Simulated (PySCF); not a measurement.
**Mg: excitation energy**

Mg [Ne] 3s2 (1S) → Mg [Ne] 3p2 (3P), as a difference of total energies. Computed with PySCF 2.14 in aug-cc-pCVTZ-DK (8s7p5d3f, 75 functions), with the spin-free X2C one-electron Hamiltonian (Gaussian nucleus). Correlated levels: valence: [Ne] frozen. The calculations carry no spin-orbit coupling.

```json
{"method": "UHF", "excitation energy (eV)": "6.300", "error (eV)": "-0.873"}
{"method": "MP2 (valence)", "excitation energy (eV)": "6.810", "error (eV)": "-0.363"}
{"method": "SCS-MP2 (valence)", "excitation energy (eV)": "7.032", "error (eV)": "-0.141"}
{"method": "CCSD (valence)", "excitation energy (eV)": "6.986", "error (eV)": "-0.187"}
```

Reference: 7.173 eV (measured; NIST levels, between the centres of gravity of the two terms).

Errors of the correlated levels include the incompleteness of this basis and the frozen core.

With two correlated electrons CCSD is exact in that space.
